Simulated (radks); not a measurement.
Task: Species: Ta43+. Configuration: [Ar] 3d10 4s2. Calculated with a radial shooting solver on a logarithmic mesh with Libxc functionals: Dirac Kohn-Sham, PBE, spin-unpolarised, spherical densities, finite nucleus; Fermi nuclear charge, rms radius 5.3507 fm. Some entries of the table are withheld. Estimate them.

orbital,occ.,eigenvalue (Ry),<r> (bohr),r(max) (bohr)
1s1/2,2,-5098.105,0.01866,0.01168
2s1/2,2,-1000.944,0.07820,0.06699
2p1/2,2,-964.2003,0.06473,(1)
2p3/2,4,-870.4430,0.07253,(2)
3s1/2,2,(3),0.2007,0.1872
3p1/2,2,-323.1025,(4),0.1751
3p3/2,4,-302.0643,(5),0.1885
3d3/2,4,-275.5419,(6),(7)
3d5/2,6,-270.8850,(8),(9)
4s1/2,2,-164.5953,0.4000,0.3962

Result: 
(1) 2p1/2 r(max) (bohr): 0.04987
(2) 2p3/2 r(max) (bohr): 0.05658
(3) 3s1/2 eigenvalue (Ry): -339.1511
(4) 3p1/2 <r> (bohr): 0.1904
(5) 3p3/2 <r> (bohr): 0.2039
(6) 3d3/2 <r> (bohr): 0.1778
(7) 3d3/2 r(max) (bohr): 0.1472
(8) 3d5/2 <r> (bohr): 0.1820
(9) 3d5/2 r(max) (bohr): 0.1509
